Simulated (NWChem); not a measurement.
C3H3BF2; SMILES CC#CB(F)F

```xyz
9

C     -2.9505    -0.1523    -0.5037
C     -1.5241    -0.0778    -0.2587
C     -0.3243    -0.0173    -0.0563
B      1.1709     0.0607     0.1998
F      1.8218     1.2072     0.1429
F      1.8785    -1.0146     0.4905
H     -3.4452    -0.7908     0.2446
H     -3.1460    -0.5865    -1.4967
H     -3.4148     0.8452    -0.4697
```
Atoms are numbered in this order, from 1.

Program: NWChem. Pople sets run with spherical d functions. The geometry was optimised at PBE0/def2-SVP. Atomic charges in e: unrestrained fits to the electrostatic potential beside Mulliken populations; buried atoms are poorly determined by the fit.

For level B3LYP/def2-SVP:

* **Mulliken C1**: 0.08
* **ESP B4**: 0.93
* **Mulliken B4**: 0.11
* **Mulliken F5**: -0.08

Q: What are these values for level Hartree-Fock/6-31G*?

A: 
| Property | Value |
|---|---|
| Mulliken C1 | -0.57 |
| ESP B4 | 1.12 |
| Mulliken B4 | 0.89 |
| Mulliken F5 | -0.37 |
